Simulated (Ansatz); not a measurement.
Single points on the cluster Au2O2⁻.

```yaml
crystal:
  periodic: [false, false, false]
  atoms:
    - {symbol: Au, position_ang: [-0.392068, -2.582613, -1.768971]}
    - {symbol: Au, position_ang: [0.084537, -0.562186, -0.250328]}
    - {symbol: O, position_ang: [0.543729, 1.044449, 1.022891]}
    - {symbol: O, position_ang: [-0.236207, 2.100349, 0.996409]}
basis:
  gaussian: {orbitals: def2-TZVPD, initial_orbitals: start.molden}
total_charge: -1
magnetization: {spin_polarized: true, initial_magnetization: 1}
hamiltonian: {xc: {text: "exchange = 0.85*pbe_x + 0.15*exact_x\ncorrelation = pbe_c"}}
scf: {omitted_lower_state_checks: [starts]}
output: {orbitals: {seedname: orbitals}}
```

The file start.molden holds the orbitals of an earlier run on this structure, at another level or in another basis.

```sh
$ ansatz run in.yaml --threads 4 --pin off --events-out ev --progress --plain --max-ram 3916MiB
```

It prints (some lines left out):

```
Functional definition: unnamed
1104 factors; their error is unknown
mean field evaluation 1: about -11479.4389 eV, gradient 2.8e0 eV
mean field evaluation 2: about -11479.4741 eV, gradient 6.9e-2 eV
mean field evaluation 4: about -11479.5251 eV, gradient 7.0e-4 eV
mean field evaluation 8: about -11479.5251 eV, gradient 1.7e-5 eV
mean field -11479.52514393 eV, -421.8647679378 hartree, gradient 2.1e-5 eV, S^2 0.761717; 0 other end points of the search recorded, 0 dependent functions left out
reference -11479.52518238 eV, -421.8647693507 hartree; 28, 27 occupied and 138, 139 virtual orbitals, 1104 factors
Total energy: -11479.52518238 eV, -421.8647693507 hartree
Checks for a lower state left out: starts
```

Hardware: 4 threads of Intel Xeon on a shared host. Wall time 8 s.

The first input with `hamiltonian: {xc: pbe0, dispersion: d4}` (abridged; 11 s):

```
Functional definition: PBE0
mean field -11478.19723478 eV, -421.8159681766 hartree, gradient 2.3e-5 eV, S^2 0.761882
Total energy: -11478.29176627 eV, -421.8194421448 hartree
Checks for a lower state left out: starts
```

First input, but with `hamiltonian: {xc: pbe}`, `correlation: {method: rpa}` and without the key `output` (abridged; 11 s):

```
Functional definition: PBE
mean field -11481.66157911 eV, -421.9432804827 hartree, gradient 2.3e-6 eV, S^2 0.760552
2 core orbitals not correlated: weight in the atoms' cores, before any rotation towards them, 1.000 or more for the frozen orbitals, at most 0.000 for the correlated occupied ones
Total energy: -11458.37086855 eV, -421.0873626564 hartree
Checks for a lower state left out: starts
```

As the first input, with `hamiltonian: {xc: {name: r2SCAN0}, dispersion: d4}` (abridged; 26 s):

```
Functional definition: r2SCAN0
mean field -11479.82568410 eV, -421.8758125852 hartree, gradient 1.9e-5 eV, S^2 0.768455
Total energy: -11479.85596839 eV, -421.8769255124 hartree
Checks for a lower state left out: starts
```

Geometry: PBE-D4/def2-TZVPD.

In the def2 sets Au takes a core potential; there is no spin–orbit coupling. Correlated methods freeze 2 core orbitals; core or outer-core shells of Au are correlated, in sets that lack core-valence functions. The structure holds one bond between oxygen atoms, so isomers without such links may lie far lower. The structure comes from a short search, and lower isomers may exist.
